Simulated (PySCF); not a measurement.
## Deuteron quadrupole couplings in `Cc1c[p-]c(C)c1`

C₆H₈P (charge -1).
Atom-mapped SMILES: `[CH3:1][c:2]1[cH:3][p-:4][c:5]([CH3:6])[cH:7]1` (hydrogens: H8, H9, H10 on C1; H11 on C3; H12, H13, H14 on C6; H15 on C7)

Cartesian coordinates in Å at the PBE0-D3(BJ)/def2-SVP level; atoms count from 1:
```xyz
15
C6H8P angstrom
C     -3.6012   -0.8835    0.1971
C     -2.2806   -0.2261   -0.0915
C     -2.1359    1.0820   -0.5647
P     -0.4484    1.5518   -0.7675
C      0.0688   -0.0429   -0.2042
C      1.5026   -0.4742   -0.0916
C     -1.0258   -0.8550    0.1084
H     -3.7807   -1.0352    1.2802
H     -4.4382   -0.2743   -0.1827
H     -3.6875   -1.8822   -0.2714
H     -2.9929    1.7315   -0.7782
H      2.1900    0.3529   -0.3366
H      1.7534   -1.3110   -0.7735
H      1.7642   -0.8185    0.9284
H     -0.9280   -1.8867    0.4756
```

Level: PBE0/pcSseg-1 (PySCF, non-relativistic); Q(2H) = 0.00286 b; rigid geometry, the same for H and D, with no vibrational averaging.

Problem. Rank these positions by the coupling χzz of a deuteron there, largest first.
A. H15 (aromatic hydrogen)
B. H12 (methyl hydrogen)
C. H8 (methyl hydrogen)
D. H11 (aromatic hydrogen)

Solution. D (214 kHz), A (208 kHz), B (197 kHz), C (193 kHz).

Problem. Give the electric field gradient Vzz (the principal value of largest size), its asymmetry and the 2H coupling at each hydrogen.

Solution. 
```
atom  bonded to  bond length (Å)  Vzz (au)     η  χzz (kHz)
  H8         C1            1.108    0.2869  0.01        193
  H9         C1            1.103    0.2950  0.01        198
 H10         C1            1.107    0.2895  0.01        195
 H11         C3            1.096    0.3190  0.08        214
 H12         C6            1.103    0.2930  0.01        197
 H13         C6            1.108    0.2873  0.00        193
 H14         C6            1.108    0.2879  0.01        193
 H15         C7            1.099    0.3101  0.10        208
```

Problem. How does χzz go with the bond length over the 8 C–H bonds?

Solution. A straight-line fit has a slope of -17.3 kHz for each 0.01 Å, with a correlation coefficient of -0.96, over lengths from 1.096 to 1.108 Å. The longer bonds have the smaller couplings here.

Problem. A static deuteron (I = 1) shows a doublet split by (3/2)χ, (3/4)χ(1 + η) and (3/4)χ(1 − η) with the field along z, y and x of the gradient. What are these for H14?

Solution. With |χ| = 193.5 kHz and η = 0.005: 290, 146 and 144 kHz, to first order and without motion.

Isolated species at its PBE0-D3(BJ)/def2-SVP geometry, gas phase. The pcSseg-1 basis has no diffuse functions, a weakness for an anion. The basis is small and wasn't made for field gradients, so the couplings can be 20 % off.
